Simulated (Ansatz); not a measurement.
`CC(C)[Si](Cl)(C(C)C)C(C)C` → 9 C• + Cl• + 21 H• + Si•  (atomization)

Calculated with Ansatz (gas phase, PBE0-D4/def2-TZVP geometries, no zero-point term in ΔE). CCSD(T)/CBS is the MP2 limit (def2-TZVPP, def2-QZVPP) plus CCSD(T) − MP2 in def2-TZVPP, frozen cores. This one scheme is used for every species, atoms too. Functionals use def2-TZVPP. HSE06 is defined as in plane-wave codes. No spin–orbit coupling; open shells (•) take unrestricted orbitals. Spin–orbit coupling would lower the free atoms: a little for C, Cl, Si. Each species was taken in one conformer, which may not be the lowest.

`CC(C)[Si](Cl)(C(C)C)C(C)C`:

Cartesian coordinates in Å:
```
C -2.456 -0.771 -1.374
C -1.682 0.153 -0.438
C -1.484 1.530 -1.075
Si -0.040 -0.543 0.191
Cl -0.245 -2.610 0.402
C 1.391 -0.259 -1.003
C 1.146 -0.877 -2.377
C 2.716 -0.745 -0.420
C 0.386 0.094 1.915
C 0.772 1.573 1.922
C -0.712 -0.190 2.936
H -2.660 -1.739 -0.913
H -3.413 -0.317 -1.649
H -1.907 -0.960 -2.300
H -2.288 0.286 0.468
H -0.911 1.458 -2.004
H -2.450 1.979 -1.326
H -0.958 2.229 -0.420
H 1.449 0.832 -1.124
H 0.255 -0.472 -2.861
H 1.019 -1.961 -2.303
H 1.996 -0.689 -3.041
H 2.690 -1.822 -0.231
H 2.964 -0.249 0.522
H 3.537 -0.554 -1.119
H 1.269 -0.490 2.204
H 1.563 1.803 1.205
H 1.128 1.873 2.913
H -0.086 2.209 1.687
H -0.389 0.097 3.941
H -0.981 -1.248 2.960
H -1.619 0.381 2.715
```

(1) What is ΔE at CCSD(T)/CBS? (Estimate.)

(2) What do these levels give: PBE-D4, BLYP-D4, B97M-V, PBE-QIDH, revPBE, PBE0, r2SCAN0, HSE06, MP2/def2-TZVPP, HF/def2-QZVPP, MP2/def2-QZVPP, HF/CBS(def2)? (Estimate.)

Largest T1 diagnostic among the species: 0.012.

## Answers

(1) Ansatz gave: +3015.5 kcal/mol.

(2) Computed: PBE-D4 3061.6, BLYP-D4 2992.7, B97M-V 3022.9, PBE-QIDH 3014.6, revPBE 2937.5, PBE0 3015.1, r2SCAN0 2993.4, HSE06 3017.7, MP2/def2-TZVPP 2982.2, HF/def2-QZVPP 2290.2, MP2/def2-QZVPP 3019.1, HF/CBS(def2) 2290.6 kcal/mol.

At CCSD(T), def2-SVP lies −119.9 kcal/mol from the extrapolated value and def2-TZVPP −63.1 kcal/mol: correlation converges slowly with the basis, and small sets miss more of it in the bonded molecule than in its fragments. From BLYP to BHLYP (50 % exact exchange), in def2-TZVPP and without D4, ΔE moves by −12.9 kcal/mol: exact exchange takes away binding that semilocal exchange gives to molecules.

For atomizations the MP2-based limit and the directly extrapolated one differ by several kJ/mol either way, and by 10 to 25 for some Ge, Se and Sn compounds, so smaller differences from it don't rank the levels.
